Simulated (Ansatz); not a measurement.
Total energies of `Cl[SiH2][S][GeH3]`.

Cartesian coordinates in Å:
```
Cl -2.336 2.550 -0.259
Si -1.221 0.839 -0.411
S 0.732 1.261 0.296
Ge 1.367 -0.875 0.433
H -1.209 0.430 -1.834
H -1.864 -0.215 0.411
H 2.888 -0.878 0.262
H 0.958 -1.447 1.797
H 0.685 -1.666 -0.696
```

Total charge 0; spin multiplicity 1. Correlated methods include outer-core shells of Ge, which these sets cover unevenly. Scalar relativity is left out up to krypton. The structure was optimised at the PBE0-D4/def2-TZVP level. It is one conformer, not always the lowest. Basis def2-TZVPP, Ansatz.

RPA on PBE orbitals: Hartree–Fock energy of these orbitals -3224.30549 Eh, correlation -1.27409 Eh (frozen core).

```csv
functional,energy without D4 (Eh),D4 term (kJ/mol)
PBE,-3227.18672,-26.2
revPBE,-3227.63985,-65.8
BLYP,-3228.05288,-55.9
B97M-V,-3227.34640,–
r2SCANh,-3227.91912,-6.6
HSE06 (plane-wave form),-3227.32509,-21.2
BHLYP,-3227.99963,-37.6
CAM-B3LYP,-3228.16905,-23.3
LC-ωPBE,-3227.42281,–
B2PLYP,-3227.27189,–
```

(1) Give the same for LDA (SPW92), r2SCAN, PBE0, B3LYP, r2SCAN0, ωB97X-V, ωB97M-V, PBE-QIDH. (An estimate is asked.)

B3LYP takes the VWN-RPA correlation (the form of Gaussian; ORCA's B3LYP/G). HSE06 is the plane-wave form, built on full-range PBE exchange. The double hybrids freeze the cores in their second-order part.

## Answers

(1) Computed: 
```
 functional  energy without D4 (Eh)  D4 term (kJ/mol)
LDA (SPW92)             -3220.80523                 –
     r2SCAN             -3227.93107              -6.0
       PBE0             -3227.34670             -22.4
      B3LYP             -3228.12406             -42.9
    r2SCAN0             -3227.90265              -7.4
    ωB97X-V             -3227.66107                 –
    ωB97M-V             -3227.83004                 –
   PBE-QIDH             -3226.76963                 –
```

LC-ωPBE has ω = 0.4 bohr⁻¹.
